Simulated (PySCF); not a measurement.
Which level of theory gave which numbers?

BF3OEt2, C₄H₁₀BF₃O.
Structure used (GFN2-xTB), in Å, numbered top down from 1:
```
atom  x, y, z in Å
C1    -1.647   -1.355   -0.458
C2    -0.585   -0.391   -0.958
O3    -0.105    0.411    0.143
C4     1.322    0.455    0.298
C5     1.853   -0.844    0.883
B6    -0.815    1.944    0.193
F7    -0.422    2.438    1.378
F8    -2.131    1.696    0.091
F9    -0.289    2.580   -0.876
H10   -2.027   -1.939   -1.291
H11   -2.467   -0.798   -0.014
H12   -1.235   -2.027    0.290
H13   -1.002    0.278   -1.717
H14    0.259   -0.929   -1.393
H15    1.514    1.279    0.987
H16    1.791    0.688   -0.665
H17    1.343   -1.065    1.817
H18    2.915   -0.733    1.083
H19    1.717   -1.680    0.202
```

The closed-shell ground state was solved 7 times with PySCF (density fitting, gas phase), always in the pcSseg-1 basis (203 functions), with these functionals: B3LYP, B97-D, CAM-B3LYP, LC-wPBE, OLYP, mPW1PW91 and wB97X-D.

```
row  total energy (Eh)  HOMO (eV)  LUMO (eV)  dipole (D)
  P          -558.0261     -11.30       2.79        5.79
  Q          -558.2069      -9.11       0.63        5.72
  R          -557.8494      -7.74       0.29        5.61
  S          -558.0054     -10.82       1.78        5.79
  T          -557.9843      -7.58       0.16        5.54
  U          -557.8829     -12.16       3.15        5.81
  V          -558.0564      -9.40       0.98        5.77
```

Q: Which functional belongs to which row?

A: P = wB97X-D, Q = B3LYP, R = B97-D, S = CAM-B3LYP, T = OLYP, U = LC-wPBE, V = mPW1PW91. By rising HOMO–LUMO gap: OLYP (GGA) 7.74 eV; B97-D (GGA) 8.03 eV; B3LYP (global hybrid, 20 % exact exchange) 9.74 eV; mPW1PW91 (global hybrid, 25 % exact exchange) 10.38 eV; CAM-B3LYP (range-separated hybrid) 12.60 eV; wB97X-D (range-separated hybrid) 14.09 eV; LC-wPBE (range-separated hybrid) 15.31 eV. Total energies of different functionals aren't bounds to one another; each is stationary for its own functional.

One conformer stands for the species.

Note: B97-D and wB97X-D ran without an empirical dispersion term, which enters the total energy and its gradient alone.
